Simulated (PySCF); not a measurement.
Computed IR spectrum (relative IR intensity) of a molecule C3H8O2Si. Coordinates come from a PBE-D3(BJ)/def2-SVP optimisation. Other conformers were not sampled. Computed with PBE-D3(BJ)/def2-SVP run with PySCF 2.14.0. Frequencies are harmonic and unscaled.

Lines under 2 % of the strongest are left out, and lines within 2 cm⁻¹ are merged.

ν (cm⁻¹): 257 (w), 486 (w), 514 (vw), 568 (w), 594 (m), 710 (w), 751 (m), 802 (w), 851 (w), 895 (s), 911 (m), 955 (m), 964 (m), 1048 (vs), 1077 (m), 1085 (w), 1222 (m), 1312 (m), 1368 (m), 1379 (vw), 1394 (w), 1710 (s), 2137 (s), 2182 (s), 3463 (vs) (against the strongest line: vs over 80 %, s over 45 %, m over 15 %, w over 4 %, vw less)

Question: Identify the compound among the candidates.
A) O[SiH2]OC1CC1
B) C=CC[SiH](O)O
C) C=C[Si](C)(O)O
D) CC(=O)C[SiH2]O

Answer: D, CC(=O)C[SiH2]O
